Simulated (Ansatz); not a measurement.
Frontier orbitals of C₄H₉F₃Ge, SMILES `C[C](C)(C)[Ge]([F])([F])[F]`.

Z-matrix (Å, degrees):
```
C
C 1 1.526
H 1 1.092 2 112.0
H 1 1.095 2 109.0 3 119.0
H 1 1.092 2 112.0 3 -121.9
C 2 1.526 1 110.8 3 179.2
C 2 1.526 1 110.8 3 -57.3
Ge 2 1.948 1 108.1 3 61.0
H 6 1.092 2 112.0 1 -57.3
H 6 1.092 2 112.0 1 -179.1
H 6 1.095 2 109.0 1 61.8
H 7 1.092 2 112.0 1 57.4
H 7 1.095 2 109.0 1 -61.7
H 7 1.092 2 112.0 1 179.2
F 8 1.719 2 113.6 1 59.2
F 8 1.719 2 113.6 1 -60.8
F 8 1.719 2 113.6 1 179.2
```

The species carries charge 0 and has multiplicity 1. Correlated methods include outer-core shells of Ge, which these sets cover unevenly. Scalar relativity is left out up to krypton. Geometry: relaxed with PBE0-D4/def2-TZVP. Basis def2-TZVPP, Ansatz.

Orbital energies of one run (eV). Highest occupied ones, from the top: -8.40, -9.67, -9.67, -10.40, -10.63, -10.73, -10.73, -11.06, -11.06, -11.19, -11.19, -11.44, -12.36, -12.36. Empty: -0.44, 1.00, 1.00, 1.14, 2.41, 2.73.

Question: Which functional gave them?
A. ωB97M-V
B. r2SCANh
C. B97M-V
D. PBE0

Answer: B. HOMO energies: r2SCANh -8.40, B97M-V -8.01, ωB97M-V -11.14, PBE0 -8.95 eV.
